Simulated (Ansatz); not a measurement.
CH4OZn (SMILES [CH3][Zn][OH]), singlet, at a GFN2-xTB geometry (such geometries of metal compounds can be far from the true shape); PBE0/6-31G in Ansatz (a quantum-chemistry and plane-wave program).

Here is a job for Ansatz.
Ansatz 0.2 input:
```yaml
crystal:
  periodic: [false, false, false]
  atoms:
    - {symbol: Zn, position_ang: [-0.01725634, 0.01469602, 0.17610893]}
    - {symbol: C, position_ang: [-0.16999058, 1.58529776, -1.03868649]}
    - {symbol: H, position_ang: [-0.89438198, 2.31293583, -0.69757834]}
    - {symbol: H, position_ang: [-0.47857034, 1.23277719, -2.01677520]}
    - {symbol: H, position_ang: [0.78322230, 2.08823604, -1.14561464]}
    - {symbol: O, position_ang: [0.23277667, -1.66790958, 0.45013089]}
    - {symbol: H, position_ang: [0.26515014, -2.24333970, 1.20777220]}
basis:
  gaussian:
    orbitals: 6-31G
hamiltonian:
  xc: pbe0
```

The log (banner, timings and long lists left out):

```
Functional definition: PBE0
620 factors; integrals over basis functions are off by at most 3.5e-4 eV
mean field evaluation 1: about -51539.6655 eV, gradient 7.1e1 eV
mean field evaluation 2: about -51508.3965 eV, gradient 1.4e2 eV
mean field evaluation 4: about -51549.0708 eV, gradient 9.0e0 eV
mean field evaluation 8: about -51549.4055 eV, gradient 9.0e-1 eV
mean field evaluation 16: about -51549.4077 eV, gradient 9.9e-6 eV
mean field -51549.40768731 eV, -1894.4057910651 hartree, gradient 1.0e-5 eV, S^2 0.000000; 0 other end points of the search recorded, 0 dependent functions left out
reference -51549.40771803 eV, -1894.4057921941 hartree; 24, 24 occupied and 31, 31 virtual orbitals, 620 factors
Total energy: -51549.40771803 eV, -1894.4057921941 hartree
```
